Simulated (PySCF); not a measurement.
HFSi, charge -1, doublet, geometry from GFN2-xTB (a state made from the parent by changing its charge; the spin is typed, not shown lowest) (a gas-phase anion, which may not be bound at this level); PySCF with CASSCF(5,7)+NEVPT2/6-31G*.

The PySCF input:
```python
from pyscf import gto, scf, mcscf, mrpt
import numpy

mol = gto.Mole()
mol.atom = '''
    Si   -0.233021   -0.396633    0.507668
    H    -0.995402   -1.223252   -0.599320
    F     0.473077    0.752901   -0.723115
'''
mol.basis = '6-31g*'
mol.charge = -1
mol.spin = 1
mol.verbose = 4
mol.build()

mf = scf.ROHF(mol)
mf.kernel()
mc = mcscf.CASSCF(mf, 7, 5)
mc.fix_spin_(ss=0.75)
mc.kernel()
occ = numpy.linalg.eigvalsh(mc.fcisolver.make_rdm1(mc.ci, mc.ncas, mc.nelecas))[::-1]
ss = mc.fcisolver.spin_square(mc.ci, mc.ncas, mc.nelecas)[0]
print('natural occupations', occ.round(4), ' <S^2>', round(ss, 4))
e2 = mrpt.NEVPT(mc).kernel()
print('E(NEVPT2) = %.10f' % (mc.e_tot + e2))
```

The log (banner, timings and long lists left out):

```
PySCF version 2.14.0

[INPUT] verbose = 4
[INPUT] num. atoms = 3
[INPUT] num. electrons = 25
[INPUT] charge = -1
[INPUT] spin (= nelec alpha-beta = 2S) = 1
[INPUT] symmetry False subgroup None
[INPUT] Mole.unit = angstrom
[INPUT] Symbol           X                Y                Z      unit          X                Y                Z       unit  Magmom
[...]
nuclear repulsion = 43.1388942610516
number of shells = 16
number of NR pGTOs = 82
number of NR cGTOs = 34
basis = 6-31g*
ecp = {}

******** <class 'pyscf.scf.rohf.ROHF'> ********
method = ROHF
initial guess = minao
damping factor = 0
level_shift factor = 0
DIIS = <class 'pyscf.scf.diis.CDIIS'>
diis_start_cycle = 1
diis_space = 8
diis_damp = 0
SCF conv_tol = 1e-09
SCF conv_tol_grad = None
SCF max_cycles = 50
direct_scf = True
direct_scf_tol = 1e-13
num. doubly occ = 12  num. singly occ = 1
Set gradient conv threshold to 3.16228e-05
init E= -388.4584659809
[...]
cycle= 1 E= -388.853703274607  delta_E= -0.395  |g|= 0.546  |ddm|= 1.07
[...]
cycle= 2 E= -388.891066440062  delta_E= -0.0374  |g|= 0.375  |ddm|= 0.429
[...]
cycle= 3 E= -388.914201315015  delta_E= -0.0231  |g|= 0.0297  |ddm|= 0.154
[...]
cycle= 4 E= -388.914896515891  delta_E= -0.000695  |g|= 0.00666  |ddm|= 0.0602
[...]
cycle= 5 E= -388.91493884656  delta_E= -4.23e-05  |g|= 0.00212  |ddm|= 0.0152
[...]
cycle= 6 E= -388.914943132398  delta_E= -4.29e-06  |g|= 0.000545  |ddm|= 0.0046
[...]
cycle= 7 E= -388.914943417542  delta_E= -2.85e-07  |g|= 0.000116  |ddm|= 0.0011
[...]
cycle= 8 E= -388.91494343101  delta_E= -1.35e-08  |g|= 2.67e-05  |ddm|= 0.000262
[...]
cycle= 9 E= -388.914943431652  delta_E= -6.43e-10  |g|= 4.46e-06  |ddm|= 5.84e-05
[...]
Extra cycle  E= -388.914943431666  delta_E= -1.34e-11  |g|= 1.97e-06  |ddm|= 5.86e-06
converged SCF energy = -388.914943431666

******** <class 'pyscf.mcscf.mc1step.CASSCF'> ********
CAS (3e+2e, 7o), ncore = 10, nvir = 17
max_cycle_macro = 50
max_cycle_micro = 4
conv_tol = 1e-07
conv_tol_grad = None
orbital rotation max_stepsize = 0.02
orbital rotation threshold for CI restart = 0.01
augmented hessian ah_max_cycle = 30
augmented hessian ah_conv_tol = 1e-12
augmented hessian ah_linear dependence = 1e-14
augmented hessian ah_level shift = 1e-08
augmented hessian ah_start_tol = 2.5
augmented hessian ah_start_cycle = 3
augmented hessian ah_grad_trust_region = 3
kf_trust_region = 3
kf_interval = 4
ci_response_space = 4
ci_grad_trust_region = 3
with_dep4 0
natorb = False
canonicalization = True
[...]
CASCI E = -388.930445195266  S^2 = 0.7500000
CASSCF energy = -388.955989728048
CASCI E = -388.955989728048  E(CI) = -4.17389290643564  S^2 = 0.7500000
[...]
2 F 3dz^2       -0.00011  -0.00170   0.00045  -0.00670   0.00262
2 F 3dxz         0.00266   0.00059  -0.00248  -0.00029   0.01514
2 F 3dx2-y2      0.00098   0.00102   0.00282  -0.00085   0.00786
               #6        #7
0 Si 1s         -0.00018  -0.00015
0 Si 2s          0.00041   0.00015
0 Si 3s         -0.09519  -0.08695
0 Si 4s          0.42373   0.18363
0 Si 2px        -0.00013  -0.00031
0 Si 2py        -0.00019  -0.00031
0 Si 2pz        -0.00046  -0.00059
0 Si 3px         0.05689  -0.03217
0 Si 3py        -0.03468   0.01328
0 Si 3pz         0.05917   0.09817
0 Si 4px        -0.29207   0.15013
0 Si 4py         0.25134  -0.25727
0 Si 4pz         0.39128  -0.17134
0 Si 3dxy       -0.05336  -0.52839
0 Si 3dyz       -0.42917  -0.06294
0 Si 3dz^2      -0.36304  -0.32424
0 Si 3dxz        0.26384  -0.57291
0 Si 3dx2-y2     0.25640  -0.02178
1 H 1s           0.11061   0.16027
1 H 2s          -0.17262  -0.28840
2 F 1s          -0.00001  -0.00001
2 F 2s           0.01787   0.02509
2 F 3s           0.03011   0.01059
2 F 2px         -0.01810  -0.01952
2 F 2py         -0.03152  -0.02883
2 F 2pz          0.01451   0.02795
2 F 3px         -0.01639   0.02276
2 F 3py          0.02554  -0.00467
2 F 3pz          0.03148   0.00470
2 F 3dxy        -0.00716  -0.02359
2 F 3dyz        -0.00892  -0.00662
2 F 3dz^2        0.01710   0.00184
2 F 3dxz        -0.01331  -0.00140
2 F 3dx2-y2      0.01969  -0.00531
<CAS-nat-orb|mo-hf>  11     8        0.52655963
<CAS-nat-orb|mo-hf>  11     11       0.78816793
<CAS-nat-orb|mo-hf>  12     12       0.95597316
<CAS-nat-orb|mo-hf>  13     13       0.99990330
<CAS-nat-orb|mo-hf>  14     14       0.57404000
<CAS-nat-orb|mo-hf>  14     15       0.55539004
<CAS-nat-orb|mo-hf>  14     17       0.47945684
<CAS-nat-orb|mo-hf>  15     14       0.56979285
<CAS-nat-orb|mo-hf>  15     15      -0.48156995
<CAS-nat-orb|mo-hf>  15     19      -0.48333486
<CAS-nat-orb|mo-hf>  16     18       0.41557123
<CAS-nat-orb|mo-hf>  16     20       0.50200249
<CAS-nat-orb|mo-hf>  17     23       0.49812536
<CAS-nat-orb|mo-hf>  17     25       0.62359890
Sr    (-1)',   E = -0.01014694561151
Si    (+1)',   E = -0.00112637078181
Sijrs (0)  ,   E = -0.16215707484403
Sijr  (+1) ,   E = -0.01968718384907
Srsi  (-1) ,   E = -0.00879407092975
Srs   (-2) ,   E = -0.00782318389449
Sij   (+2) ,   E = -0.00196263565282
Sir   (0)' ,   E = -0.00647026383453
Nevpt2 Energy = -0.218167729398007
E(NEVPT2) = -389.1741574574
```
